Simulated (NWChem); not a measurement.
System: C3H4BFO; SMILES C1[C@H](B(C=1)O)F

```xyz
10

O      1.1006     1.6932    -0.1039
B      0.1239     0.8056     0.1601
C     -1.3956     0.7739    -0.1003
C     -1.2923    -0.5790    -0.1203
C      0.0818    -0.7733     0.4709
F      0.9341    -1.5952    -0.2437
H      1.9821     1.3285     0.0302
H     -2.2526     1.4032    -0.3461
H     -1.9858    -1.3531    -0.4782
H      0.0627    -1.1253     1.5164
```
Atoms are numbered in this order, from 1.

All runs: NWChem. Medium grid unless said otherwise, to which SCAN and Minnesota functionals are sensitive. All runs use the structure optimised with PBE0/def2-SVP. Total energies of different functionals are on different scales.

```json
[
 {"level": "B3LYP/def2-SVP", "energy (Ha)": "-316.4059", "highest occupied level (eV)": "-7.55", "orbital gap (eV)": "6.71", "dipole (D)": "0.86"},
 {"level": "PBE/def2-SVP", "energy (Ha)": "-316.0393", "highest occupied level (eV)": "-6.28", "orbital gap (eV)": "4.62", "dipole (D)": "0.72"},
 {"level": "SCAN/def2-SVP", "energy (Ha)": "-316.2850", "highest occupied level (eV)": "-6.66", "orbital gap (eV)": "5.19", "dipole (D)": "0.85"},
 {"level": "MPW1K/def2-SVP", "energy (Ha)": "-316.3059", "highest occupied level (eV)": "-8.89", "orbital gap (eV)": "8.92", "dipole (D)": "1.01"},
 {"level": "CAM-B3LYP/def2-SVP", "energy (Ha)": "-316.2708", "highest occupied level (eV)": "-9.18", "orbital gap (eV)": "9.77", "dipole (D)": "0.90"},
 {"level": "M06-L/def2-SVP", "energy (Ha)": "-316.3656", "highest occupied level (eV)": "-6.67", "orbital gap (eV)": "5.24", "dipole (D)": "0.88"},
 {"level": "N12/def2-SVP", "energy (Ha)": "-316.3728", "highest occupied level (eV)": "-6.27", "orbital gap (eV)": "4.80", "dipole (D)": "0.84"}
]
```
